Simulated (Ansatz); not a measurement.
Relaxation of CH4AlFN (8 atoms, charge 1, multiplicity 1), to a largest force component of 0.015 eV/Å in at most 40 steps.

All numbers below come from RKS r2SCAN/def2-SVP (Ansatz 0.2.0).

```xyz
8
Properties=species:S:1:pos:R:3
C -0.474 1.145 -0.632
N -0.499 0.179 0.191
Al 0.841 -1.225 0.448
F 0.314 -2.203 1.626
H 0.377 1.254 -1.302
H -1.274 1.882 -0.702
H -1.328 0.120 0.804
H 2.044 -1.152 -0.431
```

Question: Where does it end, and by what steps?

Answer: It converged. Limits of this set-up: the dipole of an ion depends on the origin. After 5 steps the energy has fallen by 0.055 eV; H8 moved furthest, 0.06 Å.

| step | energy less start (eV) | largest force component (eV/Å) | accepted |
| --- | --- | --- | --- |
| 0 | 0.0000 | 0.991 | yes |
| 1 | -0.0480 | 0.322 | yes |
| 2 | -0.0537 | 0.130 | yes |
| 3 | -0.0538 | 0.130 | yes |
| 4 | -0.0452 | 0.297 | no |
| 5 | -0.0552 | 0.013 | yes |

```xyz
8
Properties=species:S:1:pos:R:3
C -0.465 1.135 -0.630
N -0.497 0.160 0.204
Al 0.840 -1.226 0.450
F 0.268 -2.190 1.646
H 0.393 1.248 -1.308
H -1.281 1.869 -0.687
H -1.335 0.126 0.802
H 2.076 -1.123 -0.478
```

Whether the end is a true minimum wasn't checked by a vibrational analysis.

The run took 16 s on 2 threads of Arm Neoverse V1 (shared host), peak memory 0.16 GiB.
